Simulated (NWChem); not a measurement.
# C4H4O2; SMILES O=C1CC(=O)C1

```xyz
10

O      0.0000     2.2701     0.0000
C      0.0000     1.0646     0.0000
C      1.1210     0.0000     0.0000
C      0.0000    -1.0646     0.0000
O      0.0000    -2.2701     0.0000
C     -1.1210     0.0000     0.0000
H      1.7779     0.0000     0.8969
H      1.7779     0.0000    -0.8969
H     -1.7779     0.0000    -0.8969
H     -1.7779     0.0000     0.8969
```
Atoms are numbered in this order, from 1.

Level: PBE-D3(BJ)/def2-SVP (NWChem), optimised geometry, unscaled harmonic frequencies. 

```tsv
frequency (cm⁻¹)	IR intensity (km/mol)
74	19.0
369	6.2
380	0.4
397	0.0
407	0.0
528	0.0
613	0.0
708	0.5
808	0.0
906	0.0
908	0.0
986	4.3
1089	0.0
1119	0.0
1134	14.4
1147	189.1
1281	70.5
1299	0.0
1827	517.5
1906	0.0
2987	7.2
2992	0.0
3047	1.1
3049	0.0
```

The zero-point energy comes out as 42.8 kcal/mol and the thermal correction to the enthalpy at 298.15 K (with zero-point energy) is 47.0 kcal/mol. The heat capacity Cv is 20.3 cal/(mol K), the entropy at 298.15 K and 1 atm (symmetry number 4) is 72.7 cal/(mol K) and the dipole moment is 0.00 D.

Rigid rotor and harmonic oscillator; modes under 100 cm⁻¹ make the entropy uncertain.
